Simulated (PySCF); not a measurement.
Record of a relaxation.

Compound: C6H5O2 (charge +1).
Numbering: `[O:1]=[CH:2][c:3]1[cH:4][cH:5][cH:6][o+:7][cH:8]1` (hydrogens: H9 on C2; H10 on C4; H11 on C5; H12 on C6; H13 on C8)
Bond orders are those of one Lewis drawing.

Computed by this run: PBE0/def2-SVP geometry optimisation, gas phase in PySCF 2.14.0; density fitting, grid level 1; the optimiser is geomeTRIC in internal coordinates, started from a GFN2-xTB structure. The frame can shift and turn from step to step; on so coarse a grid that alone can change the energy by a few meV, and forces under 0.02 eV/Å are noise.

Step 0: E = -10369.3880 eV, largest atomic force 0.996 eV/Å
```
atom  x, y, z in Å  |  force x, y, z in eV/Å
O1      3.005    0.683   -0.116    0.221   0.355   0.101
C2      2.224   -0.191   -0.325   -0.460   0.021   0.059
C3      0.745   -0.014   -0.092   -0.196   0.269   0.116
C4     -0.197   -1.020   -0.330   -0.001   0.476   0.166
C5     -1.543   -0.754   -0.082    0.231   0.488   0.141
C6     -1.886    0.498    0.389   -0.455  -0.832  -0.236
O7     -0.986    1.425    0.604   -0.021   0.196   0.071
C8      0.279    1.205    0.383    0.888  -0.382  -0.239
H9      2.502   -1.187   -0.700    0.234  -0.421  -0.172
H10     0.114   -1.988   -0.700    0.149  -0.448  -0.172
H11    -2.305   -1.500   -0.252   -0.403  -0.243  -0.036
H12    -2.902    0.805    0.612   -0.232   0.225   0.104
H13     0.945    2.038    0.592    0.045   0.297   0.098
```

Step 1: E = -10369.4247 eV, largest atomic force 0.215 eV/Å
```
atom  x, y, z in Å  |  force x, y, z in eV/Å
O1      2.862    0.669    0.039   -0.048  -0.017   0.001
C2      2.093   -0.217   -0.192    0.089  -0.047  -0.032
C3      0.611   -0.031    0.012    0.063  -0.024  -0.028
C4     -0.342   -1.030   -0.212    0.024  -0.076  -0.040
C5     -1.696   -0.759    0.014   -0.094  -0.108  -0.037
C6     -2.042    0.496    0.447    0.074   0.188   0.072
O7     -1.116    1.423    0.647    0.026  -0.063  -0.032
C8      0.165    1.201    0.448   -0.170   0.090   0.079
H9      2.408   -1.220   -0.567   -0.027   0.052   0.028
H10    -0.027   -2.020   -0.565   -0.019   0.056   0.033
H11    -2.477   -1.507   -0.145    0.056   0.029   0.004
H12    -3.049    0.859    0.669    0.006  -0.040  -0.024
H13     0.805    2.063    0.661    0.018  -0.040  -0.024
```

Step 2: E = -10369.4253 eV, largest atomic force 0.089 eV/Å
```
atom  x, y, z in Å  |  force x, y, z in eV/Å
O1      2.851    0.677    0.045    0.072  -0.024  -0.020
C2      2.094   -0.218   -0.192   -0.039   0.062   0.038
C3      0.612   -0.034    0.011   -0.048  -0.048  -0.016
C4     -0.343   -1.032   -0.213    0.002  -0.009  -0.004
C5     -1.697   -0.759    0.012    0.006   0.022   0.005
C6     -2.039    0.499    0.447   -0.008   0.038   0.011
O7     -1.115    1.425    0.648    0.024  -0.083  -0.024
C8      0.164    1.198    0.450   -0.019   0.052   0.014
H9      2.416   -1.217   -0.565    0.003   0.014   0.004
H10    -0.030   -2.022   -0.563   -0.003  -0.002   0.001
H11    -2.477   -1.506   -0.148    0.002   0.000  -0.001
H12    -3.048    0.859    0.664   -0.009  -0.014  -0.005
H13     0.809    2.056    0.659    0.018  -0.009  -0.002
```

Step 3: E = -10369.4250 eV, largest atomic force 0.112 eV/Å
```
atom  x, y, z in Å  |  force x, y, z in eV/Å
O1      2.866    0.672    0.042   -0.073   0.043   0.019
C2      2.096   -0.213   -0.188    0.013  -0.066  -0.015
C3      0.611   -0.033    0.012   -0.033   0.097   0.045
C4     -0.343   -1.032   -0.214    0.007   0.049   0.022
C5     -1.698   -0.758    0.009    0.058   0.082   0.026
C6     -2.041    0.500    0.446   -0.013  -0.085  -0.043
O7     -1.117    1.424    0.649   -0.003  -0.014   0.007
C8      0.160    1.198    0.453    0.067  -0.029  -0.042
H9      2.411   -1.213   -0.559    0.011  -0.050  -0.018
H10    -0.030   -2.022   -0.560    0.013  -0.045  -0.023
H11    -2.475   -1.506   -0.152   -0.038  -0.025  -0.006
H12    -3.052    0.856    0.657   -0.012   0.016   0.011
H13     0.809    2.053    0.661    0.005   0.025   0.017
```

Step 4: E = -10369.4258 eV, largest atomic force 0.037 eV/Å
```
atom  x, y, z in Å  |  force x, y, z in eV/Å
O1      2.859    0.673    0.044   -0.006   0.010   0.002
C2      2.094   -0.215   -0.189   -0.007   0.000   0.005
C3      0.611   -0.032    0.013    0.007   0.003   0.009
C4     -0.342   -1.032   -0.214   -0.004   0.029   0.015
C5     -1.696   -0.758    0.009    0.008   0.004   0.005
C6     -2.041    0.500    0.445    0.012  -0.020  -0.022
O7     -1.116    1.423    0.648   -0.005   0.012   0.013
C8      0.162    1.200    0.453    0.003  -0.023  -0.029
H9      2.411   -1.217   -0.559    0.006  -0.015  -0.004
H10    -0.028   -2.022   -0.561    0.004  -0.011  -0.010
H11    -2.475   -1.506   -0.152   -0.014  -0.007  -0.003
H12    -3.052    0.856    0.657    0.000   0.009   0.007
H13     0.810    2.056    0.662   -0.004   0.008   0.011
```

Step 5: E = -10369.4258 eV, largest atomic force 0.044 eV/Å
```
atom  x, y, z in Å  |  force x, y, z in eV/Å
O1      2.857    0.676    0.046    0.004  -0.005  -0.001
C2      2.095   -0.215   -0.186    0.000  -0.005  -0.006
C3      0.612   -0.033    0.013   -0.016   0.004   0.004
C4     -0.343   -1.031   -0.214    0.012  -0.039  -0.016
C5     -1.698   -0.759    0.008    0.018   0.014   0.001
C6     -2.041    0.499    0.443   -0.030   0.018   0.010
O7     -1.116    1.423    0.647    0.004  -0.017  -0.009
C8      0.162    1.199    0.451    0.001   0.019   0.013
H9      2.415   -1.217   -0.556   -0.001   0.007   0.007
H10    -0.029   -2.021   -0.562   -0.001   0.005   0.003
H11    -2.477   -1.506   -0.154    0.008   0.006   0.000
H12    -3.050    0.857    0.657    0.000  -0.003  -0.003
H13     0.809    2.055    0.663    0.000  -0.004  -0.002
```

Step 6: E = -10369.4258 eV, largest atomic force 0.028 eV/Å
```
atom  x, y, z in Å  |  force x, y, z in eV/Å
O1      2.857    0.676    0.047    0.004  -0.003  -0.001
C2      2.095   -0.215   -0.185    0.001   0.001  -0.001
C3      0.612   -0.033    0.014   -0.004  -0.005  -0.002
C4     -0.341   -1.032   -0.214   -0.002   0.006  -0.002
C5     -1.696   -0.758    0.006   -0.020  -0.019  -0.006
C6     -2.042    0.500    0.442    0.011  -0.002   0.002
O7     -1.117    1.423    0.647    0.004  -0.003  -0.005
C8      0.161    1.199    0.451    0.005   0.018   0.015
H9      2.415   -1.217   -0.553   -0.002   0.005   0.005
H10    -0.028   -2.022   -0.563   -0.003   0.005   0.004
H11    -2.476   -1.505   -0.156    0.004   0.002  -0.001
H12    -3.052    0.857    0.655    0.001  -0.004  -0.004
H13     0.808    2.055    0.664    0.002  -0.003  -0.004
```

Problem. Summarise the path.

Solution. The energy falls by 0.87 kcal/mol from step 0 to step 6; nine tenths of that is first reached at step 1. It rises by more than 0.2 meV at step 3. The largest force goes from 0.996 to 0.028 eV/Å. Among the bonds C2–H9 changes most (a near tie, within 0.001 Å, with another), from 1.100 to 1.115 Å; the atoms move by 0.025 Å rms after alignment.

What follows is the cost of the whole optimisation. Hardware: one thread of an Intel Xeon Platinum 8488C, no GPU, shared host with 192 logical CPUs at a one-minute load of 16. Cost: 36 s, 0.54 GiB resident at most.
